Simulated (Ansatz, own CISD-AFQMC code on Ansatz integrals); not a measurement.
C2H5N, SMILES `[H]/N=C/C` (charge 0, multiplicity 1).

Cartesian coordinates (Å):
SMILES: C(=N\[H])/C
```xyz
8

C     -0.9186    -0.1811    -0.2262
C      0.4532     0.2697     0.1563
N      1.4422    -0.5210     0.1520
H     -0.9112    -1.2372    -0.4903
H     -1.2880     0.4044    -1.0729
H     -1.6165    -0.0162     0.5997
H      0.5417     1.3268     0.4405
H      2.2972    -0.0454     0.4409
```
Charge 0, multiplicity 1.

Frozen-core energies in cc-pVDZ from Ansatz (a quantum-chemistry and plane-wave program) at a geometry from B3LYP-D3(BJ)/def2-TZVP; the HF reference has <S^2> = 0.00 and the T1 diagnostic is 0.011.

```
level    energy (Ha)
-------  -----------
HF        -133.08707
MP2       -133.52996
CCSD      -133.56537
CCSD(T)   -133.58064
```

Q: Estimate the energies of CCSDT, phaseless AFQMC, CISD trial (own CISD-AFQMC code on Ansatz integrals; ±0.40 mHa) and CCSDT(Q), and give each level's difference from CCSDT(Q).

A: 
| level | energy (Ha) | difference from CCSDT(Q) (mHa) |
|---|---|---|
| MP2 | -133.52996 | 52.50 |
| CCSD | -133.56537 | 17.09 |
| CCSD(T) | -133.58064 | 1.82 |
| CCSDT | -133.58129 | 1.17 |
| phaseless AFQMC, CISD trial (own CISD-AFQMC code on Ansatz integrals; ±0.40 mHa) | -133.58182 | 0.64 |
| CCSDT(Q) | -133.58246 | 0.00 |
